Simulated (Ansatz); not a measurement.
Reaction (formal exchange of groups at a C–Si bond): `C[SiH](Br)Br` + `S[CH2][SbH2]` → `C[CH](S)[SbH2]` + `Br[SiH2]Br`

Gas-phase electronic energies from Ansatz, PBE0-D4/def2-TZVP geometries. CCSD(T)/CBS is the MP2 limit (def2-TZVPP, def2-QZVPP) plus CCSD(T) − MP2 in def2-TZVPP, frozen cores. DFT in def2-TZVPP. B3LYP here is the variant with VWN-RPA as its local correlation; programs differ in this. Elements past krypton have def2 core potentials. For Br, Sb outer-core shells are correlated without core-valence functions, which leaves a few kJ/mol of doubt a bond. Scalar relativity is left out up to krypton. One conformer a species, not always the lowest.

| level | ΔE (eV) |
| --- | --- |
| B2PLYP | 0.56 |
| B3LYP | 0.58 |
| CCSD/def2-TZVPP | 0.54 |
| MP2/def2-QZVPP | 0.53 |

(1) What does CCSD(T)/CBS give? (Estimate.)

Largest T1 diagnostic among the species: 0.013.

## Answers

(1) Ansatz gave: +0.54 eV. The listed levels differ from it by 0.02, 0.04, 0.00, -0.01 eV.

In def2-TZVPP, CCSD(T) changes the Hartree–Fock value by −0.06 eV (the triples alone add −0.02 eV) and MP2 by −0.06 eV.
